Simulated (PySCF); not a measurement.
**Unknown compound**

An unknown has the formula C$_{8}$H$_{9}$NSi. Its calculated NMR data are:

1H NMR (400 MHz, computed): δ 7.18 (d, 1H), 6.25 (br s, 1H), 5.99 (br s, 1H), 5.81 (m, 1H), 4.87 (d, 2H), 2.46 (s, 3H).

13C{1H} NMR (computed): δ 160.7, 140.8, 138.8, 126.2, 121.2, 112.1, 86.8, 7.2.

[PySCF 2.14.0 with density-fitted response routines: geometry from GFN2-xTB; PBE0/pcSseg-1 with gauge-including orbitals; no relativistic terms; one conformer; averaged over atoms made equivalent by symmetry, fast rotation or ring inversion; in vacuum]

References, each an isolated molecule treated in the same way: TMS for 1H (σ = 31.72 ppm) and 13C (σ = 186.93 ppm).

Task: What is the structure?

Result: 
- Rings plus π bonds: 6 (no ring in the answer).
- 8 carbon signals for 8 carbons: no two carbons are equivalent.
- Carbon types of the structure: 4 × C, 2 × CH, 1 × CH2, 1 × CH3, leaving 2 H on heteroatoms.
- δC 160.7, 121.2: alkene CH; the olefinic region.
- δC 140.8: terminal =CH2 carbon; as expected for a trigonal carbon in a double bond.
- δC 138.8: fully substituted alkene carbon; as expected for a trigonal carbon in a double bond.
- δC 126.2: nitrile carbon; this is the usual window of a C≡N carbon, which has no attached hydrogen.
- δC 112.1, 86.8: alkyne carbon.
- δC 7.2: propargylic methyl carbon; a saturated carbon with 1 carbon neighbour and no heteroatom attached.
- δH 6.25, 5.99: hydrogen on a terminal =CH2 carbon; attached to an sp2 carbon and in the plane of the double bond.

These data were computed for `InChI=1S/C8H9NSi/c1-3-4-8(2)5-6-10-7-9/h5-6H,2,10H2,1H3/b6-5-`.

The shifts were computed for this structure.

Shifts are as computed. Against solution values, carbons near 30 ppm lie about +3 ppm off and those near 130 ppm about +5 ppm. Of 1309 compounds with measured shifts, 239 miss one by over three times the rms of a fit or turn the order of signals round; such compounds aren't used in these exercises. No couplings were computed; multiplicities are counted from neighbouring protons, with m where these are inequivalent, close in shift, in a saturated or five-membered ring or joined by F or P, and br s for small geminal =CH2 splittings.
